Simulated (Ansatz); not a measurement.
Geometry optimisation, UKS PBE-D4/def2-SVP (Ansatz).

Input file:

```yaml
crystal:
  periodic: [false, false, false]
  atoms:
    - { symbol: Sn, position_ang: [0.002795, 0.0, -0.111329] }
    - { symbol: Cl, position_ang: [0.02007, 0.0, 2.291096] }
    - { symbol: H, position_ang: [1.65248, 0.0, -0.610197] }
    - { symbol: H, position_ang: [-0.828069, 1.432, -0.590375] }
    - { symbol: H, position_ang: [-0.828069, -1.432, -0.590375] }
    - { symbol: H, position_ang: [-0.017407, 0.0, 4.86298] }
magnetization:
  spin_polarized: true
  initial_magnetization: 1
basis:
  gaussian: { orbitals: def2-SVP }
hamiltonian:
  xc: pbe
  dispersion: d4
relax:
  f_tol: 0.03
  max_steps: 50
```

Command:

```bash
$ ansatz run input.yaml --threads 1 --pin off --max-ram 2048MiB --backend cpu --events-out ev --progress --plain --runs-dir out
```

Where does it end, and by what steps?

The run converged. The force dipped under the threshold on the way, but the program's further checks kept it going. After 5 steps the energy has fallen by 0.017 eV; H6 moved furthest, 0.42 Å.

| step | energy less start (eV) | largest force component (eV/Å) | accepted |
| --- | --- | --- | --- |
| 0 | 0.0000 | 0.304 | yes |
| 1 | -0.0037 | 0.069 | yes |
| 2 | -0.0102 | 0.045 | yes |
| 3 | -0.0158 | 0.014 | yes |
| 4 | -0.0167 | 0.020 | yes |
| 5 | -0.0170 | 0.012 | yes |

```xyz
6
Properties=species:S:1:pos:R:3
Sn 0.003 0.000 -0.190
Cl 0.021 0.000 2.189
H 1.654 0.000 -0.688
H -0.828 1.433 -0.669
H -0.828 -1.433 -0.669
H -0.019 0.000 5.279
```

Whether the end is a true minimum wasn't checked by a vibrational analysis.

Run time: 24 s on 1 thread of Intel(R) Xeon(R) Platinum 8259CL CPU @ 2.50GHz (Skylake/Cascade Lake), on a shared host, peak memory 0.14 GiB.
